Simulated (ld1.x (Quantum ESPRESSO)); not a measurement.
# Transferability test, ultrasoft potential for Sb

Sb (Z = 51), ultrasoft, made with ld1.x (Quantum ESPRESSO) 7.5 (PBE, scalar-relativistic). Core [Kr], reference 4d10 5s2 5p2 (charge +1). Waves: 5s (bound): rcut 1.40, rcutus 1.90 bohr; 5s channel at 2.65 Ry: rcut 1.40, rcutus 1.90 bohr; 5p (bound): rcut 1.60, rcutus 1.95 bohr; 5p channel at -0.25 Ry: rcut 1.60, rcutus 1.95 bohr; 4d (bound): rcut 1.10, rcutus 1.20 bohr; 4d channel at -2.7 Ry: rcut 1.10, rcutus 1.20 bohr. Local part: all-electron potential smoothed inside 0.90 bohr (lloc = -1). Core correction: none. Augmentation charge: PSQ, inside the norm-conserving radii.

Energies are relative to the spin-unpolarised reference configuration 4d10 5s2 5p2; without spin polarisation the order of configurations can differ from experiment. The frozen-core shift is the all-electron ΔE with the core orbitals held at their reference shape minus the fully relaxed ΔE.

Question: Give the all-electron excitation energy and the error of the potential for: 4d10 5s2 5p3; 4d10 5s2 5p1; 4d10 5s2 5p0; 4d9 5s2 5p4; 4d10 5s2 5p2.5; 4d10 5s0 5p5; 4d10 5s1 5p4.

Answer:

| valence configuration | charge | ΔE all-electron (eV) | error AE − PS (meV) | frozen-core shift (meV) |
| --- | --- | --- | --- | --- |
| 4d10 5s2 5p3 | 0 | -8.317 | +2.4 | -1.5 |
| 4d10 5s2 5p1 | +2 | 15.968 | -2.8 | +3.5 |
| 4d10 5s2 5p0 | +3 | 40.381 | +0.4 | +11 |
| 4d9 5s2 5p4 | 0 | 22.803 | +22 | +132 |
| 4d10 5s2 5p2.5 | +0.5 | -5.055 | +1.4 | -1.0 |
| 4d10 5s0 5p5 | 0 | 8.114 | +12 | +0.4 |
| 4d10 5s1 5p4 | 0 | -0.205 | +4.7 | -1.0 |

Levels in the configuration 4d9 5s2 5p4:

| level | all-electron (eV) | pseudo (eV) |
| --- | --- | --- |
| 4d | -39.477 | -39.435 |
| 5s | -14.705 | -14.726 |
| 5p | -5.899 | -5.911 |

A variational frozen-core shift is positive and of second order in the change. This column holds negative values, so the frozen-core run of ld1.x carries numerical noise or an error of first order here, and the column gives no more than the rough size of the effect.

Note: ghost states, extra bound levels that the all-electron valence spectrum of the same l lacks: s at -678.4 eV, p at -185.9 eV. A true bound ghost makes a file unfit for plane-wave use.
